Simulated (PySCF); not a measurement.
Vertical excitation energies

2-methylnaphthalene, C11H10.
Cartesian coordinates in Å at the PBE0-D3(BJ)/def2-SVP level; atoms count from 1:
```
atom  x, y, z in Å
C1    -3.2617   -0.5308   -0.7027
C2    -1.8723   -0.0987   -0.3390
C3    -1.6419    1.2264    0.1238
C4    -0.3836    1.6534    0.4682
C5     0.7342    0.7841    0.3729
C6     2.0474    1.1903    0.7201
C7     3.1052    0.3169    0.6141
C8     2.8938   -1.0035    0.1548
C9     1.6304   -1.4255   -0.1897
C10    0.5191   -0.5494   -0.0910
C11   -0.7961   -0.9543   -0.4375
H12   -3.2822   -1.5696   -1.0603
H13   -3.6827    0.1099   -1.4942
H14   -3.9396   -0.4569    0.1632
H15   -2.4890    1.9134    0.2048
H16   -0.2261    2.6758    0.8220
H17    2.2056    2.2124    1.0745
H18    4.1128    0.6411    0.8845
H19    3.7403   -1.6895    0.0739
H20    1.4654   -2.4461   -0.5450
H21   -0.9480   -1.9783   -0.7915
```

Computed, not measured: PySCF, TDDFT CAM-B3LYP/def2-SVPD, vertical, gas phase, core orbitals frozen in the response.

```tsv
state	E (eV)	λ (nm)	f	symmetry	main configurations (H = HOMO, L = LUMO)
S1	4.53	273.6	0.014	A′	H→L+1 (35%), H-1→L (35%), H→L (26%)
S2	4.68	264.8	0.048	A′	H→L (66%), H-1→L (15%), H→L+1 (14%)
S3	6.01	206.2	1.448	A′	H→L+1 (48%), H-1→L (46%)
S4	6.15	201.5	0.048	A′	H→L+3 (94%)
S5	6.18	200.6	0.223	A′	H-1→L+1 (84%)
S6	6.31	196.5	0.0004	–	H→L+2 (79%), H→L+4 (12%)
S7	6.39	193.9	0.023	A′	H-1→L+3 (53%), H-2→L+1 (27%)
S8	6.60	187.9	0.0057	A′	H-2→L (92%)
S9	6.68	185.6	0.0003	–	H→L+4 (51%), H→L+5 (35%)
S10	6.76	183.4	0.0006	–	H→L+5 (57%), H→L+4 (26%)
```

Triplets, Tamm–Dancoff:

```json
{"state": "T1", "E (eV)": "3.08", "λ (nm)": "402.3", "main configurations (H = HOMO, L = LUMO)": "H→L (86%)"}
{"state": "T2", "E (eV)": "4.08", "λ (nm)": "304.1", "main configurations (H = HOMO, L = LUMO)": "H-1→L (64%), H→L+1 (32%)"}
{"state": "T3", "E (eV)": "4.32", "λ (nm)": "286.8", "main configurations (H = HOMO, L = LUMO)": "H→L+1 (55%), H-1→L (25%)"}
{"state": "T4", "E (eV)": "4.40", "λ (nm)": "281.5", "main configurations (H = HOMO, L = LUMO)": "H→L+3 (46%), H-2→L (40%)"}
```

The lowest singlet lies at 4.53 eV (274 nm, ultraviolet) and is weak; its leading configuration is HOMO→LUMO+1 (35%). The most intense listed level is S3 at 6.01 eV (206 nm, f = 1.448), 1.48 eV above S1. Löwdin shares by element: HOMO carbon 53% or more (atoms not listed hold the other 47%); LUMO carbon 46% or more (atoms not listed hold the other 54%). The listed states span 2.23 eV, and the widest gap between neighbours is 1.33 eV (S2 to S3). Orbital energies (eV): HOMO-3 -10.59, HOMO-2 -9.50, HOMO-1 -8.04, HOMO -7.34, LUMO -0.11, LUMO+1 0.61, LUMO+2 1.44. The oscillator strengths of these states sum to 1.811; summed over the whole spectrum of an exact calculation they would give the number of electrons, 76 (Thomas–Reiche–Kuhn). Symmetry labels in Cs follow from the direction of the transition dipole and are given only for states with f of 0.002 or more. The window holds the lowest 10 singlets.

On 2 threads of an Intel Xeon Platinum 8259CL at 2.50 GHz, on a shared host, this took 93 s wall, 3.4 min CPU (with the writing of density and orbital grids) and 1.9 GiB of memory at its peak.
